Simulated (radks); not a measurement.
Spin polarisation of the 5p2 shell in I3+. Start: [Kr] 4d10 5s2 5p(up 1, down 1); electrons of 5p are moved from spin down to spin up, other shells keep equal spins. All-electron calculation, scalar-relativistic Kohn-Sham, PBE, spin-polarised, spherical densities, point nucleus. Program: a radial shooting solver on a logarithmic mesh with Libxc functionals.

moment (Bohr magnetons),E - E(0) (eV),e(5p up) (eV),e(5p down) (eV),5s down minus up (eV),4d down minus up (eV)
0,0.000,-34.294,-34.294,0.000,0.000
0.5,-0.063,-34.535,-34.035,0.475,0.080
1,-0.250,-34.757,-33.756,0.952,0.160
1.5,-0.563,-34.962,-33.459,1.430,0.242
2,-1.001,-35.148,-33.147,1.906,0.327

At moment 2 the spin-polarisation energy is -1.001 eV and the 5p exchange splitting 2.002 eV, that is 1.001 eV per Bohr magneton; E = -I m^2/4 would give I = 1.001 eV.
